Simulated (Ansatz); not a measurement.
Total energies of SbH2(SiH3) (SiSbH5) from Ansatz at r2SCAN-D4/def2-TZVP, gas phase (1 Eh = 27.2114 eV = 2625.5 kJ/mol). The reference geometry is relaxed at r2SCAN-D4/def2-TZVP.

| atom | x (Å) | y (Å) | z (Å) |
| --- | --- | --- | --- |
| Sb1 | -0.570 | 1.616 | 0.066 |
| H2 | -1.991 | 0.921 | -0.585 |
| H3 | -1.046 | 1.178 | 1.648 |
| Si4 | 0.696 | -0.611 | -0.227 |
| H5 | -0.008 | -1.772 | 0.372 |
| H6 | 2.034 | -0.479 | 0.405 |
| H7 | 0.885 | -0.854 | -1.680 |

```csv
state,geometry,energy (Eh)
charge 0 singlet,reference,-532.80835
charge 1 doublet,reference,-532.46809
free Sb atom (quartet),–,-240.31016
free H atom (doublet),–,-0.49993
free Si atom (triplet),–,-289.34121
```

In the def2 sets Sb takes a core potential; there is no spin–orbit coupling.

(1) Work out the vertical ionisation energy to the doublet.

(2) What is the binding energy per atom against free atoms?

(1) E(charge 1 doublet) − E(charge 0 singlet) = -532.46809 − (-532.80835) = 0.34026 Eh = 9.26 eV. For comparison, −ε of the highest occupied level is 6.53 eV at this level, 2.73 eV less.

(2) Atoms: 1 × (-240.31016) + 5 × (-0.49993) + 1 × (-289.34121) = -532.15102 Eh. Binding: -532.15102 − (-532.80835) = 0.65733 Eh = 17.89 eV, or 2.56 eV for each of 7 atoms (no zero-point energy, no counterpoise term).
